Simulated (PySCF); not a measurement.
C₃H₉BFN.

```xyz
15

C     -2.3763     0.7010     0.1924
C     -1.4126    -0.0519    -0.7228
N     -0.3256    -0.6907    -0.0031
B      0.9987    -0.2484     0.1483
C      1.6299     1.0458    -0.4972
F      1.7985    -1.0194     0.9271
H     -2.8237     0.0229     0.9377
H     -3.1956     1.1593    -0.3846
H     -1.8461     1.4976     0.7383
H     -1.9653    -0.8112    -1.3037
H     -0.9823     0.6411    -1.4611
H     -0.5918    -1.5257     0.5102
H      2.0410     1.6879     0.3000
H      2.4825     0.7624    -1.1372
H      0.9340     1.6489    -1.0976
```

Coordinates come from a ωB97X-D3(BJ)/def2-SVP optimisation. The structure was generated by enumeration, and PubChem lists no compound with its InChIKey, so it may never have been made. One conformer was computed; it need not be the lowest.

Level of theory: B3LYP/pcSseg-1 run with PySCF. Non-relativistic, no solvent.

Computed absolute GIAO shielding of each atom: isotropic value and principal components (ppm):
```csv
atom,σ(iso),σ11,σ22,σ33,span
C1,156.2,137.3,152.5,178.8,41.5
C2,137.7,115.6,136.1,161.5,45.9
N3,147.2,69.3,175.7,196.4,127.0
B4,64.1,27.9,81.3,83.2,55.3
C5,184.0,178.4,185.8,188.0,9.6
F6,276.4,138.4,276.6,414.2,275.8
H7,30.3,27.0,28.5,35.4,8.4
H8,30.3,26.5,27.3,37.1,10.6
H9,30.3,26.7,29.6,34.5,7.8
H10,28.5,23.2,28.1,34.3,11.1
H11,28.4,24.0,29.3,31.7,7.8
H12,28.3,22.4,28.6,33.8,11.4
H13,31.1,27.8,28.2,37.5,9.7
H14,31.2,27.4,28.2,37.9,10.4
H15,31.1,26.4,31.0,35.9,9.5
```
